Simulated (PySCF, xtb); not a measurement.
W(O)(NH)(Me)(SH) (CH₅NOSW), SMILES [NH]=[W](=[O])([SH])[CH3], multiplicity 1. Other conformers were not sampled.

Harmonic wavenumbers (cm⁻¹) from GFN2-xTB (xtb) at its own minimum, in rising order: 32, 121, 138, 165, 175, 217, 264, 298, 444, 484, 570, 605, 613, 649, 844, 902, 1276, 1457, 1480, 2301, 2830, 2849, 2920, 3318.

What does PySCF with B3LYP-D3(BJ)/def2-SVP give at its own minimum? (The exact figures need the calculation; the answer reports its results.)

130, 152, 186, 206, 210, 279, 315, 385, 545, 565, 635, 646, 674, 715, 974, 1017, 1215, 1404, 1413, 2643, 3015, 3113, 3125, 3592. Paired by order, the mean absolute difference is 107 cm⁻¹ and the zero-point energies are 35.7 and 38.8 kcal/mol.
